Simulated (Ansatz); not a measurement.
Total energies of `C[S][Ge]([Cl])([Cl])[Cl]`.

| atom | x (Å) | y (Å) | z (Å) |
| --- | --- | --- | --- |
| C1 | -0.3601 | -0.5368 | 1.4717 |
| S2 | 0.6506 | 0.8626 | 0.9076 |
| Ge3 | 0.4073 | 0.5942 | -1.2406 |
| Cl4 | 1.1114 | -1.3138 | -1.8959 |
| Cl5 | 1.4950 | 2.1175 | -2.2428 |
| Cl6 | -1.6431 | 0.6935 | -1.8339 |
| H7 | -1.3949 | -0.4263 | 1.1511 |
| H8 | 0.0516 | -1.4827 | 1.1226 |
| H9 | -0.3178 | -0.5082 | 2.5603 |

Total charge 0; spin multiplicity 1. Correlated methods include outer-core shells of Ge, which these sets cover unevenly. Scalar relativity is left out up to krypton. The structure was optimised at the PBE0-D4/def2-TZVP level. It is one conformer, not always the lowest. Basis def2-TZVPP, Ansatz.

RPA on PBE orbitals: Hartree–Fock energy of these orbitals -3891.15765 Eh, correlation -1.87062 Eh (frozen core).

```tsv
functional	energy without D4 (Eh)	D4 term (kJ/mol)
LDA (SPW92)	-3886.58922	–
PBE	-3894.83892	-36.8
revPBE	-3895.43865	-89.1
r2SCAN	-3895.79662	-8.8
PBE0	-3895.04332	-32.0
B3LYP	-3896.04365	-60.2
r2SCANh	-3895.78127	-9.7
r2SCAN0	-3895.76013	-10.8
HSE06 (plane-wave form)	-3895.01159	-30.4
BHLYP	-3895.89254	-52.8
CAM-B3LYP	-3896.08665	-33.5
ωB97X-V	-3895.47861	–
ωB97M-V	-3895.72265	–
PBE-QIDH	-3894.37992	–
```

Problem. Give the same for BLYP, B97M-V, LC-ωPBE, B2PLYP. (Best estimate.)

Solution. Ansatz gave: 
```csv
functional,energy without D4 (Eh),D4 term (kJ/mol)
BLYP,-3895.95624,-77.6
B97M-V,-3895.10132,–
LC-ωPBE,-3895.14983,–
B2PLYP,-3895.02199,–
```

B3LYP takes the VWN-RPA correlation (the form of Gaussian; ORCA's B3LYP/G). HSE06 is the plane-wave form, built on full-range PBE exchange. The double hybrids freeze the cores in their second-order part.

LC-ωPBE has ω = 0.4 bohr⁻¹.
